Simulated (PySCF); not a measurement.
**Correlation energy of N²⁺ (nitrogen, charge +2)**

[He] 2s2 2p1, 2P determinant. Calculation: PySCF 2.14, in def2-TZVP (5s3p2d1f, 31 functions); the non-relativistic Hamiltonian (point nucleus). Frozen: 1s2; 3 electrons correlated.

MP2 pair energies summed by pair of shells (mhartree):

```json
{"pair": "2s-2s", "energy": "-32.68", "share (%)": "59.0"}
{"pair": "2s-2p", "energy": "-22.74", "share (%)": "41.0"}
```

Total MP2 correlation energy: -55.42 mhartree.

Same-spin part -3.44 and opposite-spin part -51.98 mhartree; SCS-MP2 scales them by 1/3 and 6/5 to -63.52 mhartree.

```
  level  correlation energy (mhartree)
   CCSD                         -82.33
    (T)                          -1.02
CCSD(T)                         -83.35
```

Diagnostics: T1 = 0.0068, D1 = 0.0132, largest double amplitude 0.137.

Cost of the coupled-cluster step: 0.25 s of wall time on 1 thread of Neoverse-V2 (shared host), for 3 correlated electrons.

Iterations:

```
CC2 = 0
CCSD nocc = (np.int64(2), np.int64(1)), nmo = (30, 30)
frozen orbitals [[0], [0]]
max_cycle = 100
direct = 0
conv_tol = 1e-08
conv_tol_normt = 1e-06
diis_space = 8
diis_start_cycle = 0
Init t2, MP2 energy = -0.0554205305646325
Init E_corr(UCCSD) = -0.055420530564892
cycle = 1  E_corr(UCCSD) = -0.0706789090604262  dE = -0.0152583785  norm(t1,t2) = 0.0513111
cycle = 2  E_corr(UCCSD) = -0.076739696753786  dE = -0.00606078769  norm(t1,t2) = 0.0251765
cycle = 3  E_corr(UCCSD) = -0.0823982038681254  dE = -0.00565850711  norm(t1,t2) = 0.0128954
cycle = 4  E_corr(UCCSD) = -0.0823042118301559  dE = 9.3992038e-05  norm(t1,t2) = 0.00086438
cycle = 5  E_corr(UCCSD) = -0.0823412633646313  dE = -3.70515345e-05  norm(t1,t2) = 0.000117247
cycle = 6  E_corr(UCCSD) = -0.0823280531516817  dE = 1.32102129e-05  norm(t1,t2) = 2.60926e-05
cycle = 7  E_corr(UCCSD) = -0.0823315651149849  dE = -3.5119633e-06  norm(t1,t2) = 7.77417e-06
cycle = 8  E_corr(UCCSD) = -0.0823313782316855  dE = 1.86883299e-07  norm(t1,t2) = 7.81458e-07
cycle = 9  E_corr(UCCSD) = -0.0823313227806933  dE = 5.54509923e-08  norm(t1,t2) = 1.49841e-07
cycle = 10  E_corr(UCCSD) = -0.0823313359957071  dE = -1.32150139e-08  norm(t1,t2) = 3.03956e-08
cycle = 11  E_corr(UCCSD) = -0.0823313341796854  dE = 1.81602171e-09  norm(t1,t2) = 8.73882e-09
UCCSD converged
E(UCCSD) = -52.90090725469695  E_corr = -0.08233133417968543
UCCSD(T) correction = -0.00101907052401303
```
